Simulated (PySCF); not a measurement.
Compound: C₃H₆ClFSi.
Numbering: `[F:1][SiH2:2][CH2:3]/[CH:4]=[CH:5]\[Cl:6]` (hydrogens: H7, H8 on Si2; H9, H10 on C3; H11 on C4; H12 on C5)

The same species was optimised twice, with GFN2-xTB and with PBE0-D3(BJ)/def2-SVP (PySCF), and the same property calculations (PySCF, gas phase) were run on both structures.

```
      coordinate  GFN2-xTB  PBE0-D3(BJ)/def2-SVP  change
      Si2–C3 (Å)     1.909                 1.879  -0.030
      F1–Si2 (Å)     1.612                 1.630  +0.018
       C4=C5 (Å)     1.324                 1.335  +0.011
       C3–C4 (Å)     1.486                 1.489  +0.003
      C5–Cl6 (Å)     1.727                 1.730  +0.003
   F1–Si2–C3 (°)     106.4                 108.2    +1.8
   Si2–C3–C4 (°)     110.7                 111.4    +0.7
    C3–C4–C5 (°)     125.5                 126.0    +0.5
   C4–C5–Cl6 (°)     122.8                 123.1    +0.3
F1–Si2–C3–C4 (°)        62                    64      +2
Si2–C3–C4–C5 (°)        93                    93       0
```

Rotational constants: A = 4954, B = 1044, C = 969.2 MHz (GFN2-xTB) against A = 5031, B = 1019, C = 947.0 MHz (PBE0-D3(BJ)/def2-SVP). Point groups within 0.08 Å: C1 and C1.

On the GFN2-xTB structure: F1s of F1 (eV) 692.24 [delta-SCF UKS SCAN, pcX-2 on the ionised atom, pcseg-1 elsewhere, spin-free X2C]; Si1s of Si2 (eV) 1847.73 [delta-SCF UKS SCAN, pcX-2 on the ionised atom, pcseg-1 elsewhere, spin-free X2C]; Si2p of Si2 (eV) 108.07 [delta-SCF UKS SCAN, pcX-2 on the ionised atom, pcseg-1 elsewhere, spin-free X2C]; C1s of C3 (eV) 290.74 [delta-SCF UKS SCAN, pcX-2 on the ionised atom, pcseg-1 elsewhere, spin-free X2C]; C1s of C4 (eV) 290.84 [delta-SCF UKS SCAN, pcX-2 on the ionised atom, pcseg-1 elsewhere, spin-free X2C]; C1s of C5 (eV) 291.65 [delta-SCF UKS SCAN, pcX-2 on the ionised atom, pcseg-1 elsewhere, spin-free X2C]; Cl1s of Cl6 (eV) 2828.94 [delta-SCF UKS SCAN, pcX-2 on the ionised atom, pcseg-1 elsewhere, spin-free X2C]; Cl2p of Cl6 (eV) 206.88 [delta-SCF UKS SCAN, pcX-2 on the ionised atom, pcseg-1 elsewhere, spin-free X2C].

**Question.** What do these properties become on the PBE0-D3(BJ)/def2-SVP structure?

**Answer.** 
| property | level | on GFN2-xTB | on PBE0-D3(BJ)/def2-SVP | change |
| --- | --- | --- | --- | --- |
| F1s of F1 (eV) | delta-SCF UKS SCAN, pcX-2 on the ionised atom, pcseg-1 elsewhere, spin-free X2C | 692.24 | 692.27 | +0.03 |
| Si1s of Si2 (eV) | delta-SCF UKS SCAN, pcX-2 on the ionised atom, pcseg-1 elsewhere, spin-free X2C | 1847.73 | 1847.83 | +0.10 |
| Si2p of Si2 (eV) | delta-SCF UKS SCAN, pcX-2 on the ionised atom, pcseg-1 elsewhere, spin-free X2C | 108.07 | 108.15 | +0.08 |
| C1s of C3 (eV) | delta-SCF UKS SCAN, pcX-2 on the ionised atom, pcseg-1 elsewhere, spin-free X2C | 290.74 | 290.86 | +0.12 |
| C1s of C4 (eV) | delta-SCF UKS SCAN, pcX-2 on the ionised atom, pcseg-1 elsewhere, spin-free X2C | 290.84 | 290.95 | +0.11 |
| C1s of C5 (eV) | delta-SCF UKS SCAN, pcX-2 on the ionised atom, pcseg-1 elsewhere, spin-free X2C | 291.65 | 291.73 | +0.08 |
| Cl1s of Cl6 (eV) | delta-SCF UKS SCAN, pcX-2 on the ionised atom, pcseg-1 elsewhere, spin-free X2C | 2828.94 | 2828.96 | +0.02 |
| Cl2p of Cl6 (eV) | delta-SCF UKS SCAN, pcX-2 on the ionised atom, pcseg-1 elsewhere, spin-free X2C | 206.88 | 206.91 | +0.03 |

The heavy atoms differ by 0.035 Å rms after alignment. Among bonds between heavy atoms Si2–C3 changes most (-0.030 Å). Changes are differences of the printed values. Neither structure is proved a minimum here.

Conformer computed: `[F:1][SiH2:2][CH2:3]/[CH:4]=[CH:5]\[Cl:6]`: F1–Si2–C3–C4 64°, Si2–C3–C4–C5 93°.
